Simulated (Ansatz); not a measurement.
Reactions of C₃H₇FSi, SMILES `FCC=C[SiH3]`.

Isolated molecules relaxed with PBE0-D4/def2-TZVP in Ansatz; ΔE leaves out vibrations. CCSD(T)/CBS is the MP2 limit (def2-TZVPP, def2-QZVPP) plus CCSD(T) − MP2 in def2-TZVPP, frozen cores. This one scheme is used for every species. Double bonds are as drawn, so ΔE can hold a change between cis and trans. Functionals use def2-TZVPP. Triplets are unrestricted, without spin–orbit coupling. def2 core potentials past Kr. For Ga, I, Sn outer-core shells are correlated without core-valence functions, which leaves a few kJ/mol of doubt a bond. Scalar relativity is left out up to krypton. One conformer a species, not always the lowest.

```csv
reaction,PBE-D4 (kcal/mol),ωB97X-V (kcal/mol),r2SCAN-D4 (kcal/mol),CCSD(T)/CBS(def2) (kcal/mol)
`FC/C=C/[SiH3]` + HI → `[SiH3]/C=C/I` + `CF`,3.8,6.1,4.9,3.5
`FC/C=C/[SiH3]` + `[OH][GaH][SH]` → `[SiH3][O][GaH][SH]` + `C=CCF`,-20.5,-23.7,-23.2,-24.1
`FC/C=C/[SiH3]` → `C=C[SiH3]` + `[CH]F`,95.3,92.6,96.7,90.8
`FC/C=C/[SiH3]` + `C=N` → `C=N/C=C/CF` + SiH₄,4.0,6.2,4.5,7.1
`FC/C=C/[SiH3]` + H–F → `F/C=C/[SiH3]` + `CF`,8.5,8.4,8.2,11.8
`FC/C=C/[SiH3]` + `[CH3][AlH][OH]` → `[CH3][AlH][O][SiH3]` + `C=CCF`,-21.3,-25.1,-24.5,-25.2
`FC/C=C/[SiH3]` → `F/C=C/[SiH3]` + `[CH2]` (triplet),102.3,104.3,95.7,102.2
`FC/C=C/[SiH3]` + `[SiH3]CS` → `FCSC[SiH3]` + `C=C[SiH3]`,2.3,3.4,3.1,3.1
`FC/C=C/[SiH3]` + H₂ → `C=CCF` + SiH₄,-3.5,-5.1,-3.7,-4.3
`FC/C=C/[SiH3]` + `[SiH3][O][SnH3]` → `[SiH3][SiH2][O][SnH3]` + `C=CCF`,-1.6,1.0,0.5,1.3
```

Largest T1 diagnostic: 0.018, for `[CH]F`.
